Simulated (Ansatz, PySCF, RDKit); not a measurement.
Complex: N2 (SMILES N#N) (first 2 atoms) with AsH3 (SMILES [AsH3]); geometry from B3LYP-D3(BJ)/def2-TZVP, rigid monomers moved along the line of their centres of mass till N2···As3 is 3.17 Å.
(charge 0, multiplicity 1):
```json
[
 {"atom": "N", "x (Å)": "0.2416", "y (Å)": "-0.2329", "z (Å)": "-1.0082"},
 {"atom": "N", "x (Å)": "0.4601", "y (Å)": "-0.6963", "z (Å)": "-0.0452"},
 {"atom": "As", "x (Å)": "-0.3052", "y (Å)": "0.0342", "z (Å)": "2.9404"},
 {"atom": "H", "x (Å)": "1.1795", "y (Å)": "-0.3028", "z (Å)": "3.0112"},
 {"atom": "H", "x (Å)": "-0.6885", "y (Å)": "-1.4341", "z (Å)": "2.7964"},
 {"atom": "H", "x (Å)": "-0.4500", "y (Å)": "-0.0152", "z (Å)": "4.4584"}
]
```

Counterpoise-corrected where a basis set is named; no monomer relaxation. Rows marked so take none. RDKit's UFF carries no charges.

Cores are frozen in the correlated methods. Filled d and f shells under p-block atoms count as core. CBS(a, b) extrapolates the correlation energy as X⁻³ and adds the Hartree–Fock energy of set b. Rows in 6-31G* carry no dispersion term and start afresh at each structure (6-31G* with six Cartesian d functions); the Pople sets are all-electron and without relativity.

Run with Ansatz (Gaussian basis) for Hartree–Fock, density functionals and correlated methods; PySCF for 6-31G* rows; RDKit for the force fields. 

### Question
What is the computed interaction energy (UFF)?

### Answer
0.6 kcal/mol

Ansatz is a first-principles code.
